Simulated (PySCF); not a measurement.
SMILES [SiH2]1C[SiH]C[SiH2]C1, doublet (GFN2-xTB optimised geometry):

```
17

C     -0.726     0.974     3.119
Si    -0.099     1.930     1.598
C     -0.513     0.984     0.000
Si     0.122    -0.811     0.000
C     -0.525    -1.684     1.557
Si    -0.096    -0.821     3.193
H     -1.816     0.966     3.125
H     -0.423     1.499     4.024
H      1.345     2.194     1.697
H     -1.592     0.976    -0.155
H     -0.090     1.515    -0.852
H      1.592    -0.811     0.000
H     -0.350    -1.515    -1.204
H     -1.608    -1.784     1.483
H     -0.132    -2.699     1.581
H      1.360    -0.822     3.393
H     -0.727    -1.533     4.317
```

Level of theory: unrestricted B3LYP/def2-SVP (PySCF).

Problem. What are the frontier orbital energies (α orbitals alone; a β orbital can be the lowest empty one) and the dipole moment?

Solution. HOMO-2 -8.62 eV, HOMO-1 -7.99 eV, HOMO -5.07 eV, LUMO 0.80 eV, LUMO+1 0.90 eV; dipole moment 1.01 D.

On the same geometry unrestricted PBE/def2-SVP run with PySCF gives HOMO-2 -7.53 eV, HOMO-1 -6.97 eV, HOMO -4.30 eV, LUMO 0.11 eV, LUMO+1 0.19 eV; dipole moment 1.05 D.

Meta-Löwdin charges at B3LYP/def2-SVP: C1 -0.63, Si2 0.47, C3 -0.63, Si4 0.65, C5 -0.65, Si6 0.65, H7 0.12, H8 0.12, H9 -0.11, H10 0.12, H11 0.12, H12 -0.12, H13 -0.12, H14 0.11, H15 0.12, H16 -0.12, H17 -0.12.
